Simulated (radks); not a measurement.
The technetium anion Tc- inside a hard spherical wall (all orbitals vanish at R), configuration held at [Kr] 4d6 5s2 and not refilled when levels cross. Calculated with a radial shooting solver on a logarithmic mesh with Libxc functionals: scalar-relativistic Kohn-Sham, PBEsol, spin-polarised, spherical densities, finite nucleus; open shells are filled with parallel spins first (spin-orbit coupling, left out, can overturn this in heavy ions); Fermi nuclear charge, rms radius 4.4112 fm. Eigenvalues in eV for spin up, with the zero of energy where the potential of the charges vanishes at infinity; a dash marks a level that is unbound or too diffuse for the functional's potential to be trusted. A positive occupied level is held by the wall or, in an anion where self-interaction has pushed it up, behind a barrier. The pressure on the wall is -dE/dV.

\begin{tabular}{lrrrrrrrrr}
R (bohr) & E (hartree) & kinetic (hartree) & e(4s) & e(4p) & e(4d) & e(5s) & e(6s, empty) & e(5p, empty) & pressure (GPa) \\ \hline
20 & -4283.45826 & 4422.483 & -65.970 & -38.159 & -0.225 & 0.108 & 2.265 & 2.268 & 0.000898 \\
15 & -4283.45726 & 4422.483 & -65.709 & -37.900 & 0.018 & 0.281 & 3.111 & 2.695 & 0.00369 \\
10 & -4283.44977 & 4422.514 & -65.138 & -37.325 & 0.574 & 0.731 & 5.959 & 3.636 & 0.107 \\
8 & -4283.43006 & 4422.597 & -64.360 & -36.546 & 1.311 & 1.386 & 9.584 & 4.752 & 0.686 \\
7 & -4283.40130 & 4422.713 & -63.564 & -35.753 & 2.043 & 2.098 & 13.165 & 5.868 & 2.02 \\
6 & -4283.33289 & 4422.978 & -62.150 & -34.356 & 3.316 & 3.462 & 19.445 & 7.882 & 6.84 \\
5 & -4283.15032 & 4423.648 & -59.443 & -31.713 & 5.725 & 6.397 & 31.593 & 11.972 & 27.8 \\
3 & -4280.26177 & 4433.401 & -41.043 & -14.086 & 24.034 & 38.107 & 130.94 & 51.625 & 1220 \\
1.5 & -4223.80631 & 4596.485 & 79.395 & 115.86 & 176.05 & 398.48 & 882.66 & 431.95 & 161000 \\
\end{tabular}
